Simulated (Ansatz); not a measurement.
`C#Cc1ccc(C#Cc2ccc(C#Cc3ccc(C#Cc4ccccc4)cc3)cc2)cc1` with charge -1. Total charge -1; doublet. Geometry PBE-D4/def2-SVP; atoms count from 1.

Cartesian coordinates in Å:
```
C 3.143 -12.745 4.530
C 2.865 -11.615 4.128
C 2.543 -10.310 3.665
C 3.426 -9.593 2.804
C 3.113 -8.318 2.351
C 1.892 -7.671 2.728
C 1.574 -6.379 2.269
C 1.292 -5.238 1.863
C 0.974 -3.948 1.404
C -0.255 -3.307 1.767
C -0.570 -2.035 1.315
C 0.321 -1.302 0.464
C 0.003 -0.012 0.005
C -0.279 1.129 -0.401
C -0.597 2.419 -0.860
C -1.837 3.050 -0.518
C -2.151 4.323 -0.971
C -1.249 5.063 -1.800
C -1.568 6.356 -2.260
C -1.849 7.495 -2.666
C -2.169 8.793 -3.127
C -1.255 9.538 -3.933
C -1.578 10.820 -4.385
C -2.814 11.410 -4.057
C -3.727 10.689 -3.263
C -3.417 9.406 -2.803
C -0.010 4.434 -2.143
C 0.304 3.161 -1.691
C 1.551 -1.943 0.101
C 1.864 -3.216 0.553
C 1.010 -8.395 3.592
C 1.326 -9.671 4.044
H 3.387 -13.735 4.882
H 4.370 -10.069 2.499
H 3.809 -7.783 1.687
H -0.957 -3.848 2.420
H -1.521 -1.565 1.608
H -2.547 2.502 0.119
H -3.110 4.785 -0.694
H -0.288 9.082 -4.192
H -0.853 11.372 -5.005
H -3.063 12.420 -4.416
H -4.698 11.138 -2.998
H -4.134 8.847 -2.183
H 0.700 4.983 -2.779
H 1.264 2.699 -1.968
H 2.252 -1.402 -0.551
H 2.815 -3.686 0.259
H 0.065 -7.921 3.897
H 0.631 -10.206 4.708
```

Single mean-field runs in def2-TZVP are fitted with def2-universal-jkfit.

(1) Estimate the Mulliken populations of the heavy atoms from the PBE0/def2-TZVP orbitals of Ansatz.

(2) Where does the spin sit?

(3) And the Mayer bond orders between heavy atoms (over 0.3)?

## Answers

(1) 
```json
{"atom": "C1", "charge (e)": "-0.22", "spin (α − β)": "0.09"}
{"atom": "C2", "charge (e)": "0.06", "spin (α − β)": "-0.05"}
{"atom": "C3", "charge (e)": "0.00", "spin (α − β)": "0.11"}
{"atom": "C4", "charge (e)": "-0.20", "spin (α − β)": "-0.03"}
{"atom": "C5", "charge (e)": "-0.20", "spin (α − β)": "0.06"}
{"atom": "C6", "charge (e)": "0.03", "spin (α − β)": "0.00"}
{"atom": "C7", "charge (e)": "0.03", "spin (α − β)": "0.09"}
{"atom": "C8", "charge (e)": "0.08", "spin (α − β)": "-0.01"}
{"atom": "C9", "charge (e)": "0.02", "spin (α − β)": "0.09"}
{"atom": "C10", "charge (e)": "-0.21", "spin (α − β)": "0.01"}
{"atom": "C11", "charge (e)": "-0.21", "spin (α − β)": "0.03"}
{"atom": "C12", "charge (e)": "0.03", "spin (α − β)": "0.07"}
{"atom": "C13", "charge (e)": "0.06", "spin (α − β)": "0.02"}
{"atom": "C14", "charge (e)": "0.04", "spin (α − β)": "0.06"}
{"atom": "C15", "charge (e)": "0.03", "spin (α − β)": "0.03"}
{"atom": "C16", "charge (e)": "-0.21", "spin (α − β)": "0.06"}
{"atom": "C17", "charge (e)": "-0.20", "spin (α − β)": "-0.01"}
{"atom": "C18", "charge (e)": "0.01", "spin (α − β)": "0.11"}
{"atom": "C19", "charge (e)": "0.08", "spin (α − β)": "-0.04"}
{"atom": "C20", "charge (e)": "0.06", "spin (α − β)": "0.10"}
{"atom": "C21", "charge (e)": "0.03", "spin (α − β)": "-0.02"}
{"atom": "C22", "charge (e)": "-0.20", "spin (α − β)": "0.05"}
{"atom": "C23", "charge (e)": "-0.14", "spin (α − β)": "-0.03"}
{"atom": "C24", "charge (e)": "-0.11", "spin (α − β)": "0.07"}
{"atom": "C25", "charge (e)": "-0.14", "spin (α − β)": "-0.03"}
{"atom": "C26", "charge (e)": "-0.20", "spin (α − β)": "0.05"}
{"atom": "C27", "charge (e)": "-0.20", "spin (α − β)": "-0.01"}
{"atom": "C28", "charge (e)": "-0.21", "spin (α − β)": "0.06"}
{"atom": "C29", "charge (e)": "-0.21", "spin (α − β)": "0.03"}
{"atom": "C30", "charge (e)": "-0.21", "spin (α − β)": "0.01"}
{"atom": "C31", "charge (e)": "-0.20", "spin (α − β)": "0.06"}
{"atom": "C32", "charge (e)": "-0.20", "spin (α − β)": "-0.03"}
```
Mulliken values depend strongly on the basis.

(2) Summed by element: C 1.03, H -0.03, of 1 unpaired in all. Largest on single atoms: C18 0.11, C3 0.11, C20 0.10.

(3) C1–C2 2.64 (1.23 Å); C2–C3 1.16 (1.42 Å); C3–C4 1.30 (1.43 Å); C3–C32 1.30 (1.43 Å); C4–C5 1.49 (1.39 Å); C5–C6 1.29 (1.43 Å); C6–C7 1.15 (1.41 Å); C6–C31 1.29 (1.43 Å); C7–C8 2.57 (1.24 Å); C8–C9 1.16 (1.41 Å); C9–C10 1.26 (1.43 Å); C9–C30 1.26 (1.43 Å); C10–C11 1.52 (1.39 Å); C11–C12 1.26 (1.43 Å); C12–C13 1.17 (1.40 Å); C12–C29 1.26 (1.43 Å); C13–C14 2.56 (1.24 Å); C14–C15 1.17 (1.41 Å); C15–C16 1.27 (1.43 Å); C15–C28 1.27 (1.43 Å); C16–C17 1.51 (1.39 Å); C17–C18 1.27 (1.43 Å); C18–C19 1.14 (1.41 Å); C18–C27 1.27 (1.43 Å); C19–C20 2.60 (1.24 Å); C20–C21 1.08 (1.41 Å); C21–C22 1.35 (1.43 Å); C21–C26 1.35 (1.43 Å); C22–C23 1.48 (1.40 Å); C23–C24 1.39 (1.41 Å); C24–C25 1.39 (1.41 Å); C25–C26 1.48 (1.40 Å); C27–C28 1.51 (1.39 Å); C29–C30 1.52 (1.39 Å); C31–C32 1.49 (1.39 Å).
